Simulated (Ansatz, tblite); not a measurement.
Forces on the cluster Si2Ni3⁺ at its r2SCAN-D4/def2-SVP geometry. Charge 1, multiplicity 2.

The xTB rows come from tblite. At PBE-D4/def2-TZVP the charge 1 doublet is spin-contaminated (final ⟨S²⟩ up to 0.84, 0.75 for a pure state). No other spin state of charge 1 was run. The geometry of the doublet was relaxed on an unsound state (⟨S²⟩ 1.20, where a pure state has 0.75). The structure comes from a short search, and lower isomers may exist.

GFN1-xTB (tblite), largest force 1.59 eV/Å:

```xyz
5
positions Å, forces eV/Å
Ni   -0.597   -1.229   -0.196   -0.222   -0.457   -0.073
Ni    0.459    0.199   -1.640   -0.171   -0.687   -0.862
Ni   -0.335    0.056    1.681   -0.528   -0.752    0.633
Si   -0.851    1.052   -0.158   -0.569    1.483   -0.072
Si    1.324   -0.078    0.313    1.490    0.413    0.374
```

GFN2-xTB (tblite), largest force 3.03 eV/Å:

```
Ni -0.740 -1.525 -0.243
Ni 0.499 0.256 -1.686
Ni -0.321 0.109 1.744
Si -2.301 1.922 -0.467
Si 2.864 -0.763 0.652
```

PBE-D4/def2-TZVP (Ansatz), largest force 1.14 eV/Å:

```
Ni -0.447 -0.922 -0.147
Ni 0.323 0.169 -1.084
Ni -0.205 0.074 1.123
Si -0.258 0.559 -0.038
Si 0.588 0.120 0.146
```
